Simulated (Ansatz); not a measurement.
Z-matrix (Å, degrees):
```
C
C 1 1.489
H 1 1.090 2 110.5
H 1 1.091 2 110.2 3 120.5
H 1 1.094 2 109.4 3 -119.7
F 2 1.380 1 109.7 3 -179.0
O 2 1.449 1 114.4 3 57.5
Si 2 1.814 1 133.2 3 -13.3
O 8 1.622 2 123.5 1 -161.0
H 8 1.470 2 127.2 1 -0.4
H 9 0.961 8 117.2 2 -15.7
```

Charge 0, multiplicity 1.

Q: List the CAM-B3LYP/def2-TZVPP orbital energies in eV (Ansatz 0.2.0). (An estimate is asked.)

A: Computed: Occupied: -1802.23, -673.44, -523.33, -522.71, -282.07, -278.88, -146.69, -102.06, -102.03, -101.99, -35.13, -30.63, -30.10, -22.76, -18.66, -18.01, -16.29, -15.53, -15.17, -13.78, -13.30, -13.00, -12.89, -12.54, -12.18, -11.53, -10.63, -8.79. Lowest empty: 1.12, 1.26, 2.27, 2.73, 3.28, 3.61, 4.16, 4.26.
